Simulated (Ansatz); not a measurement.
Reaction: CH3BF (SMILES [CH2]BF, doublet) → CH3BF (SMILES C[B]F, doublet)
Each species at its own B3LYP-D3(BJ)/def2-TZVP minimum (Ansatz, a program for electronic structure).

Total energies in hartree (Ansatz). UHF or UKS for unpaired electrons; spin-orbit terms are left out. Cores are frozen in correlated methods. No relativity.

```tsv
species	HF/cc-pVTZ	CCSD(T)/cc-pVTZ	HF/cc-pVQZ	CCSD(T)/cc-pVQZ	CCSD(T)/cc-pVDZ	CCSDT(Q)/cc-pVDZ
1: CH3BF (SMILES FB[CH2], doublet)	-163.82050	-164.35324	-163.83287	-164.40269	-164.18493	-164.18641
2: CH3BF (SMILES F[B]C, doublet)	-163.80194	-164.34170	-163.81455	-164.39165	-164.17163	-164.17316
```

Task: Work out the isomerisation energy (electronic) in kcal/mol: take Hartree-Fock from cc-pVQZ, extrapolate the CCSD(T) correlation energy as X^-3 (X = 3, 4), and add CCSDT(Q) - CCSD(T) in cc-pVDZ. 1 hartree = 627.51 kcal/mol.

Result: 
Species 1: correlation (64·(-0.56982) - 27·(-0.53274))/37 = -0.59688; step -0.00148; E1 = -163.83287 + (-0.59688) + (-0.00148) = -164.43123
Species 2: correlation (64·(-0.57710) - 27·(-0.53976))/37 = -0.60435; step -0.00153; E2 = -163.81455 + (-0.60435) + (-0.00153) = -164.42043
-1·E1 +1·E2 = 0.01080 hartree = 6.8 kcal/mol.
